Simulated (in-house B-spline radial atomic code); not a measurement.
## The scandium ion Sc⁶⁺: [Ne] 3s1 (3p1/2)2 (3p3/2)1 (6d3/2)1 (an excited or competing configuration)

Computed with an all-electron radial atomic-structure program (B-spline basis): Dirac-Hartree-Fock, average of the jj configuration, Fermi nucleus of rms radius 3.5459 fm.

Z_r = [3n² - l(l+1)]/(2<r>); Z_e = n√(-2ε); the last column is Slater's effective charge. Values are occupation-weighted means over j.

```
shell  electrons   ε (eV)  <r> (bohr)    Z_r    Z_e  Slater
   1s          2  -4677.1     0.07296  20.56  18.54   20.70
   2s          2  -653.45      0.3394  17.68  13.86   16.85
   2p          6  -557.06      0.3045  16.42  12.80   16.85
   3s          1  -176.89      0.9683  13.94  10.82   11.15
   3p          3  -149.24      0.9995  12.51   9.94   11.15
   6d          1  -20.555       6.533   7.81   7.37    7.00
```

The least bound orbital is 6d3/2 at -20.56 eV, and it is also the most diffuse (<r> = 6.533 bohr).

For the 1s electron the small component carries 0.565 % of the norm, the zero-frequency Breit interaction raises the level by 4.212 eV, self-energy by 1.975 eV, and vacuum polarisation lowers it by 0.1498 eV.
